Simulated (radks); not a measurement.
Initial-state core-level shifts of neutral rubidium when its valence configuration changes from [Kr] 5s1. Method: scalar-relativistic Kohn-Sham, BLYP, spin-polarised, spherical densities, finite nucleus; open shells are filled with parallel spins first (spin-orbit coupling, left out, can overturn this in heavy ions); Fermi nuclear charge, rms radius 4.2036 fm; computed with a radial shooting solver on a logarithmic mesh with Libxc functionals. Shifts are changes of the shell-averaged eigenvalues in eV (positive: less bound); the change of the density at the nucleus, which sets a Mossbauer isomer shift, is in e/bohr^3, on a base of 5.582e+04.

valence          1s      2p      3d      4s  density at nucleus
5p1          -1.469  -1.469  -1.470  -1.453              -3.422
4d1          -1.253  -1.219  -1.206  -1.153              -3.418
4d0.5 5s0.5  -0.795  -0.782  -0.776  -0.750              -1.564
5s0.5 5p0.5  -0.757  -0.757  -0.757  -0.749              -1.626
